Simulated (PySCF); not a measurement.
The isolated species F4S6Si4 ((FSi)4S6 adamantane) is ionised with Mg Kα (hν = 1253.6 eV). Calculated photoelectron kinetic energies of its computed core levels, recoil neglected:

```
line  kinetic energy (eV)
   1              1143.82
   2              1143.20
   3               560.29
```

The calculation used delta-SCF UKS SCAN, pcX-2 on the ionised atom, pcseg-1 elsewhere, spin-free X2C in PySCF 2.14.0.

Task: Convert to binding energies and name the level and atom behind each line. Bonds: Si1–F2, Si1–S3, Si1–S9, Si1–S13, S3–Si4, Si4–F5, Si4–S6, Si4–S14, S6–Si7, Si7–F8, Si7–S9, Si7–S10, S10–Si11, Si11–F12, Si11–S13, Si11–S14.

Result: Against the vacuum level, binding energy = hν − kinetic energy.

```json
{"line": "1", "binding energy (eV)": "109.78", "level": "Si 2p3/2", "atoms": "Si1/Si4/Si7/Si11", "environment": "silicon bonded to F and 3 S"}
{"line": "2", "binding energy (eV)": "110.40", "level": "Si 2p1/2", "atoms": "Si1/Si4/Si7/Si11", "environment": "silicon bonded to F and 3 S"}
{"line": "3", "binding energy (eV)": "693.31", "level": "F 1s", "atoms": "F2/F5/F8/F12", "environment": "fluorine bonded to Si"}
```

Out of reach at this photon energy: Si 1s (1849.9 eV), S 1s (2477.6 eV).

Task: Where does line 2 move with hν = 1486.6 eV?

Result: To 1486.6 − 110.40 = 1376.20 eV; every photoline shifts by the change in photon energy, +233.0 eV.

Task: Which photon energy gives electrons from F 1s of F2 (atom 2)/F5/F8/F12 a kinetic energy of 100 eV, and what is their de Broglie wavelength?

Result: hν = 693.31 + 100 = 793.31 eV, recoil neglected; λ = 12.264 Å/√(E/eV) = 1.23 Å.

Other core shells, valence and Auger electrons aren't listed. Atoms equivalent by their bonding share one computed value, that of the first of them. Not every level is listed. Spin–orbit coupling isn't in the SCF: each 2p doublet comes from a relaxed spin-free hole plus a matrix of the shell (mean-field spin–orbit coupling and the ground-state 2p splitting), with 2p3/2 averaged over its two sublevels. 2p1/2 minus 2p3/2 (ligand field included): Si 0.63 eV. The structure is a single PBE0-D3(BJ)/def2-SVP conformer in the gas phase; no vibrational or solvent corrections.
